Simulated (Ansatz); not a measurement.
Reaction (SMILES): [O]=[Zr]=[O] -> [O]=[Zr]=[O] as triplet, charge 0
Each molecule is optimised on its own at B3LYP-D3(BJ)/def2-TZVP (Ansatz, an electronic-structure program). Frequencies are from Ansatz. High T1 diagnostic, so coupled cluster is less sure: [O]=[Zr]=[O], [O]=[Zr]=[O] as triplet, charge 0. [O]=[Zr]=[O] as triplet, charge 0: The spin state was set by rule; other spins were not relaxed. A spin state is the lowest found, not a proven ground state.

Property: adiabatic triplet-singlet gap (0 K, with B3LYP-D3(BJ) harmonic zero-point energies), in eV. Valence correlation only, unless marked. Open shells are spin-unrestricted. No spin-orbit coupling. Frozen are the shells of the preceding noble gas and the d and f shells that filled before the atom's block. In def2 rows, elements after Kr have scalar-relativistic effective core potentials. STO-3G rows are all-electron and non-relativistic. CBS(X,Y): correlation extrapolated as X^-3; Hartree-Fock from the larger set. The bracket is a focal-point correction in the basis named.

```tsv
level	program	adiabatic triplet-singlet gap (eV)
PBE/def2-TZVPD	Ansatz	1.87
B97M-V/def2-TZVPD	Ansatz	1.77
B3LYP-D3(BJ)/def2-TZVPD	Ansatz + dftd3	1.78
B3LYP/def2-TZVPD	Ansatz	1.78
PBE0-D4/def2-TZVP	Ansatz + dftd4	[?]
PBE0/def2-TZVPD	Ansatz	1.85
r2SCANh-D4/def2-TZVPD	Ansatz + dftd4	1.76
HSE06-D3(BJ)/def2-TZVPD	Ansatz + dftd3	1.85
HSE06-D4/def2-TZVPD	Ansatz + dftd4	1.85
LC-wPBE-D4/def2-TZVPD	Ansatz + dftd4	2.05
wB97X-V/def2-TZVPD	Ansatz	[?]
B2PLYP-D3(BJ)/def2-TZVPD	Ansatz + dftd3	2.16
SCS-MP2/STO-3G	Ansatz	2.08
CCSD/def2-SVP	Ansatz	[?]
RI-MP2/CBS(def2-TZVPPD,def2-QZVPPD)+[CCSD(T)-MP2]/def2-TZVPPD	Ansatz	[?]
```

**Question.** Fill in the missing entries.

**Answer.** 
- PBE0-D4/def2-TZVP, adiabatic triplet-singlet gap (eV): 1.83
- wB97X-V/def2-TZVPD, adiabatic triplet-singlet gap (eV): 2.04
- CCSD/def2-SVP, adiabatic triplet-singlet gap (eV): 1.80
- RI-MP2/CBS(def2-TZVPPD,def2-QZVPPD)+[CCSD(T)-MP2]/def2-TZVPPD, adiabatic triplet-singlet gap (eV): 2.19
